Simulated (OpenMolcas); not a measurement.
An OpenMolcas run meant for Br V (ANO-R0, X2C; inactive shells 1s 2s 2p 3s 3p 3d 4s; intended active space 1 electron in 3 orbitals (4p)). One step of its input:

```
&RASSCF
FileOrb=start.orb
Symmetry=2
Spin=2
nActEl=1 0 0
Inactive=9 6
Ras2=0 3
CIRoot=6 6 1
SDav=3
CIMx=300
Iter=65 100
PrWF=0.3
OrbListing=Nothing
MaxOrb=0
Atom
>>> COPY $Project.JobIph JOB001
```

Lines from the output:

```
...
      Number of secondary orbitals               0
      Spin quantum number                      0.5
      State symmetry                             2
Orbital specifications:
      -----------------------

      Symmetry species                           1   2
                                                ag  au
      Frozen orbitals                            0   0
      Inactive orbitals                          9   6
      Active orbitals                            0   3
      RAS1 orbitals                              0   0
      RAS2 orbitals                              0   3
      RAS3 orbitals                              0   0
      Secondary orbitals                         0   0
      Deleted orbitals                           0   0
      Number of basis functions                  9   9
      Number of CSFs                             3
      Number of root(s) required                 6
 ************ ERROR ***********
  You can't ask for more roots
  than there are configurations
 ******************************
--- Stop Module: rasscf at  /rc=_RC_INPUT_ERROR_ ---
.####################.
.# User input error #.
.####################.
```

Q: What is wrong with the input?

A: CIRoot asks for more roots than the active space has configuration state functions.
